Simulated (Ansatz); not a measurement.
Consider the ligand exchange at the Si–S bond: `F[SiH](F)S` + `O[SiH](O)O` → `O[SiH](O)O[SiH](F)F` + H₂S.

Program: Ansatz. Geometries: PBE0-D4/def2-TZVP. ΔE: electronic, gas phase. CBS: MP2 limit from def2 TZ/QZ plus the TZ coupled-cluster correction, frozen cores. This one scheme is used for every species. DFT in def2-TZVPP. One conformer a species, not always the lowest.

Task: Is it downhill or uphill in electronic energy at CCSD(T)/CBS, and by how much? (Estimate.)

Result: Ansatz gave: Downhill: ΔE = -80.5 kJ/mol.

Task: What do these levels give: revPBE-D4, BLYP-D4, revPBE, CCSD/def2-SVP, MP2/CBS(def2), CCSD/CBS(def2)? (An estimate is asked.)

Result: Ansatz gave: revPBE-D4 -62.5, BLYP-D4 -77.9, revPBE -57.5, CCSD/def2-SVP -87.2, MP2/CBS(def2) -77.1, CCSD/CBS(def2) -83.8 kJ/mol.

Task: What do rigid-rotor, harmonic-oscillator terms from PBE0-D4/def2-TZVP frequencies (298.15 K, 1 bar) make of the CCSD(T)/CBS value? (Estimate.)

Result: The calculation gave: ΔZPE = -6.7 kJ/mol, ΔH = -84.8 kJ/mol, ΔS = -1 J/(mol·K), ΔG = -84.6 kJ/mol. Modes under 50 cm⁻¹ make the entropy rough.

Largest T1 diagnostic among the species: 0.012.

From BLYP to BHLYP (50 % exact exchange), in def2-TZVPP and without D4, ΔE moves by −14.6 kJ/mol. At CCSD(T), def2-SVP lies −4.9 kJ/mol from the extrapolated value and def2-TZVPP −2.5 kJ/mol. The D4 term adds −4.4 kJ/mol with B3LYP and −3.0 kJ/mol with PBE0; it sums over pairs of atoms, weighted by their polarisabilities, and B3LYP, whose exchange is more repulsive, gets the larger term.

B3LYP here is the variant with VWN-RPA as its local correlation; programs differ in this.
